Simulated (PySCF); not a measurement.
# Dipole response of Pb⁻ (lead, charge -1)

[Xe] 4f14 5d10 6s2 6p3, high-spin 4S determinant. Calculation: PySCF 2.14, in aug-cc-pVDZ-PP with ECP60MDF (5s4p3d, 32 functions); scalar relativity through the core potential. Coupled (time-dependent) response in atomic units; α is the mean over directions. A double-zeta set is small for polarisabilities.

```tsv
method	mean α (bohr³)	C₆ (like pair)	S(−4)
UHF	157.1	2763	11370
wB97M-V	164.9	2840	14010
BHandHLYP	157.9	2750	12130
```

S(−4) is the Cauchy moment in α(ω) = α(0) + S(−4) ω² + …

α(iu) at wB97M-V:

```json
{"u (hartree)": "0", "α(iu) (bohr³)": "164.9"}
{"u (hartree)": "0.0500", "α(iu) (bohr³)": "138.6"}
{"u (hartree)": "0.100", "α(iu) (bohr³)": "101.9"}
{"u (hartree)": "0.200", "α(iu) (bohr³)": "58.46"}
{"u (hartree)": "0.300", "α(iu) (bohr³)": "36.87"}
{"u (hartree)": "0.500", "α(iu) (bohr³)": "18.13"}
{"u (hartree)": "0.750", "α(iu) (bohr³)": "9.585"}
{"u (hartree)": "1.00", "α(iu) (bohr³)": "5.921"}
{"u (hartree)": "1.50", "α(iu) (bohr³)": "2.900"}
{"u (hartree)": "2.00", "α(iu) (bohr³)": "1.712"}
{"u (hartree)": "3.00", "α(iu) (bohr³)": "0.7988"}
{"u (hartree)": "5.00", "α(iu) (bohr³)": "0.2991"}
```

For an ion, C₆ is the dispersion term alone; charge-induced terms of lower order in 1/R come first.

Energies and moments cover only the electrons outside the core potential. Spin-orbit coupling, which splits the p, d and f shells strongly at this Z, is absent. Spin-orbit coupling is strong in this species (close to jj coupling), so the high-spin LS determinant is a model state, not a physical level.
